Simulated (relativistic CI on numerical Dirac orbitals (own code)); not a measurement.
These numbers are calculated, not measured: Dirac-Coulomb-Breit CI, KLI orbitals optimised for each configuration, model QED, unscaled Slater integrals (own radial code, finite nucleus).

The strongest absorption lines from the ground level of an ion, among the configurations computed and to levels below about 1060 eV (vacuum wavelength in Å, gf): 13.743 (0.34), 14.487 (0.79), 16.229 (0.051), 17.107 (5.6), 17.320 (0.89), 17.614 (0.36), 22.516 (0.06), 22.889 (0.4).

**Question.** Which ion is it?
A. Cs27+
B. Sb23+
C. In21+
D. Sb25+

**Answer.** B. Sb23+ has 28 electrons and the ground level 3s²3p⁶3d¹⁰ ¹S0; the strongest line goes to 3s²3p⁶3d⁹4f ¹P°1. The pattern of lines fixes the number of electrons, and along that sequence the line energies rise steadily with the charge (about as its square where n changes within one kind of shell, about linearly where n is kept but much faster in heavy ions where fine structure, which grows about as Z⁴, sets the gap, and irregularly where shells cross), which fixes Z. Configurations outside the model, such as inner-shell arrays, can give stronger lines. At this charge energies of transitions that change n are usually good to better than 1 %, and those within a shell (Δn = 0) to a few per cent.

LS names give the leading component of a level, which can be under half, so a name can repeat, a term be missing and a line seem to break the LS rules.
